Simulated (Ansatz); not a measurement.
Basis-set extrapolation for `OC1[SiH2]C1(F)F` (PBE0-D4/def2-TZVP geometry, frozen core, Ansatz 0.2.0). Multiplicity 1, RHF reference.

```tsv
	def2-TZVPP	def2-QZVPP
HF	-640.809263	-640.833785
MP2 correlation	-1.177384	-1.275982
CCSD(T) correlation	-1.250856	not run
```

Energies in hartree. Use E(X) = E(∞) + A·exp(−7.88·√X) for Hartree–Fock and E(X) = E(∞) + B·X^(−2.97) for correlation, with X = 3 and 4, and add CCSD(T) minus MP2 of the smaller set to the MP2 limit.

Question: What is the CCSD(T) energy at the basis-set limit?

Answer: HF limit: -640.833785 + (-0.024522) × 0.13774 = -640.83716. MP2 limit: -1.275982 + (-0.098598) × 0.74074 = -1.34902. Higher-order term: -1.250856 − (-1.177384) = -0.07347. Total: -642.25965 hartree, 5.43 eV below CCSD(T)/def2-TZVPP.
